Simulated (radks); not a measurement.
Ag III, 45 electrons, occupied as [Kr] 4d9. Method: scalar-relativistic Kohn-Sham, HCTH/407, spin-polarised, spherical densities, finite nucleus; open shells are filled with parallel spins first (spin-orbit coupling, left out, can overturn this in heavy ions); Fermi nuclear charge, rms radius 4.5454 fm; computed with a radial shooting solver on a logarithmic mesh with Libxc functionals.

Normalised radial functions P(r) = r R(r), r in bohr:

```
   r/bohr * 4p up, o 4p down, + 4d up (the largest magnitude, 1.14, reaches the edge; | marks zero, & curves that meet)
  0.00237                             &
 0.003507                             &
 0.005232                             &
 0.007805                             +&
  0.01164                             +&
  0.01723                             + &
  0.02571                             +   &
  0.03835                             |+     &
  0.05721                             | +      &
  0.08467                             |   +    &
   0.1263                             |  &    +
   0.1884                    &        |          +
   0.2811              &              |         +
    0.416                          &  |+
   0.6206                +            |                  &
   0.9259       +                     |                          &
    1.381          +                  |               &
    2.044                  +          |    &
     3.05                         +   |&
    4.549                            +&
```

4p up: eigenvalue -82.089 eV, 2 radial nodes at r = 0.139, 0.443 bohr, <r> = 0.993 bohr, 90 % of the charge inside 1.47 bohr. 4p down: eigenvalue -81.200 eV, 2 radial nodes at r = 0.139, 0.443 bohr, <r> = 0.993 bohr, 90 % of the charge inside 1.47 bohr. 4d up: eigenvalue -29.783 eV, 1 radial node at r = 0.429 bohr, <r> = 1.29 bohr, 90 % of the charge inside 2.03 bohr.
